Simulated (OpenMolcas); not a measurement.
Ce2+ among 6 point charges of -2 e arranged as a tetragonal octahedron (D4h), 2.63 Å from the ion, with the axial distance 2.446 Å. The active orbitals were held to one l.
```
   2.6300    0.0000    0.0000  -2.00
   0.0000    2.6300    0.0000  -2.00
  -2.6300    0.0000    0.0000  -2.00
   0.0000   -2.6300    0.0000  -2.00
   0.0000    0.0000    2.4459  -2.00
   0.0000    0.0000   -2.4459  -2.00
```

```yaml
Program: OpenMolcas
Method: CASSCF
Basis: ANO-RCC-VDZP [7s6p4d2f1g]
Scalar_Hamiltonian: DKH2, point nucleus
Active_space: 2 electrons in 7 orbitals (4f)
State_averaging: 2S+1 = 3 even, 21 roots; 2S+1 = 1 even, 27 roots kept (CI in the orbitals of an earlier block)
Spin-orbit_coupling: state interaction with AMFI integrals over the reference wave functions
```

(1) What is the spin-free ground state (labels of D4, the rotations of D4h)?

(2) Where is the first state of the same spin?

(3) What are the lowest two levels with spin-orbit coupling?

(4) What is χT at 300 K, and how does it compare with the textbook value?

Results:

(1) 3E, 2-fold in its orbital part, 100 % from free-ion H terms; it has the highest spin that f2 allows.

(2) 3A2 at 947 cm-1 above the ground state.

(3) A 1-fold level A1, then a 1-fold level A2 44.7 cm-1 above it. Their leading multiplicities are 3 (98 %) and 3 (98 %).

(4) Hund's rules give f2 the level 3H4 with g = 0.800, so an isolated free-ion multiplet has χT = g² J(J+1) / 8 = 1.600 cm3 K/mol. The computed 1.316 at 300 K differs by -18 %, through the field's splitting, the mixing of terms and any other multiplet in reach.

Point charges carry no covalency, so the field is a model and not that of real ligands. The first state left out of the spin-orbit step lies near 53000 cm-1 above the lowest spin-free state of the reference (among the parities and spins computed), and the lists stop at four fifths of that energy or lower. No measured value stands beside these numbers.
